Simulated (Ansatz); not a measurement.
Pb₄O₃. Total charge 0; singlet. Geometry PBE-D4/def2-SVP; atoms count from 1.

```xyz
7

Pb    2.002   -0.157    0.810
Pb   -1.424    0.040    1.221
Pb    0.029   -1.614   -1.443
Pb    0.236    1.708   -1.310
O     0.185   -1.541    0.834
O    -1.398    0.130   -1.066
O     0.370    1.435    0.954
```

In the def2 sets Pb takes a core potential; there is no spin–orbit coupling. The restricted singlet is unstable towards broken spin symmetry in Hartree–Fock (as tested in another run); at PBE0-D4/def2-TZVP this wasn't settled. The structure comes from a short search, and lower isomers may exist.

Question: Estimate the Mulliken populations from the PBE0/def2-TZVP orbitals of Ansatz.

Answer: 
```csv
atom,charge (e)
Pb1,0.52
Pb2,0.91
Pb3,0.52
Pb4,0.52
O5,-0.82
O6,-0.82
O7,-0.82
```
Mulliken values and Mayer orders depend strongly on the basis.

Question: And the Mayer bond orders between bonded heavy atoms (over 0.3)?

Answer: Pb1–Pb3 0.46 (3.33 Å); Pb1–Pb4 0.46 (3.33 Å); Pb1–O5 0.58 (2.28 Å); Pb1–O7 0.58 (2.28 Å); Pb2–O5 0.53 (2.29 Å); Pb2–O6 0.53 (2.29 Å); Pb2–O7 0.53 (2.29 Å); Pb3–Pb4 0.46 (3.33 Å); Pb3–O5 0.58 (2.28 Å); Pb3–O6 0.58 (2.28 Å); Pb4–O6 0.58 (2.28 Å); Pb4–O7 0.58 (2.28 Å).
